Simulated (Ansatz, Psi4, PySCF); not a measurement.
Cl₂, singlet, at a GFN2-xTB geometry. Base run: PBE0/cc-pVTZ (PySCF).

Here is a job for PySCF.
```python
from pyscf import gto, scf, dft

mol = gto.Mole()
mol.atom = '''
    Cl   -0.000000   -0.000000   -1.008426
    Cl    0.000000    0.000000    1.008426
'''
mol.basis = 'cc-pvtz'
mol.charge = 0
mol.spin = 0
mol.verbose = 3
mol.build()

mf = dft.RKS(mol)
mf.xc = 'pbe0'
mf.kernel()
```

The same geometry, method and basis name were run in Ansatz (a first-principles code) and Psi4 and PySCF, at each program's defaults and at the settings that a row names. The base is PySCF at its defaults. Differences at the defaults can come from grids, fitting, cores and function types together.

```
code and settings                                                                             ΔE vs base (mEh)  basis functions      E (Eh)  SCF cycles
--------------------------------------------------------------------------------------------  ----------------  ---------------  ----------  ----------
PySCF, defaults (exact integrals, its default grid, spherical functions)                                 0.000               68  -920.10255           7
Psi4, defaults (density fitting with its default set, its default grid, spherical functions)             0.014               68  -920.10253           6
Ansatz, defaults (factorised integrals, its default grid, spherical functions)                           0.010               68  -920.10253           -
PySCF, density fitting with def2-universal-jkfit                                                         0.007               68  -920.10254           7
PySCF, fine grid                                                                                         0.001               68  -920.10254           7
Psi4, exact integrals, spherical functions, fine grid                                                    0.001               68  -920.10254           8
Ansatz, high accuracy                                                                                    0.001               68  -920.10254           -
```
